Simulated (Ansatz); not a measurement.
dimethyl telluride (SMILES C[Te]C) moved off its minimum; all values from Ansatz (a first-principles code), cores frozen in correlated methods. Elements past Kr take the def2 small-core potentials, without spin–orbit coupling.
(charge 0, multiplicity 1)
```xyz
9

C      1.54202    -0.39816     1.06034
Te     0.00699     0.17558    -0.37027
C     -1.59540    -0.59675     0.87703
H      1.50266    -1.45790     1.19954
H      2.48168    -0.13729     0.64370
H      1.35999     0.11655     2.04256
H     -1.48926    -1.61356     1.05124
H     -2.52763    -0.38709     0.31376
H     -1.60971    -0.05420     1.79982
```

Give the forces (eV/Å), the total energy and the dipole at CCSD(T)/def2-TZVPPD.


| atom | Fx | Fy | Fz |
|---|---|---|---|
| C1 | -1.229 | 0.726 | 1.018 |
| Te2 | 0.046 | -0.241 | 0.417 |
| C3 | -0.625 | 1.953 | -1.258 |
| H4 | -0.080 | -0.676 | 0.065 |
| H5 | 0.911 | 0.397 | -0.291 |
| H6 | 0.250 | -0.374 | -1.009 |
| H7 | 0.263 | -1.952 | 0.168 |
| H8 | 0.465 | -0.201 | 0.376 |
| H9 | -0.003 | 0.370 | 0.515 |
Energy -346.8139 hartree, dipole 1.23 D.
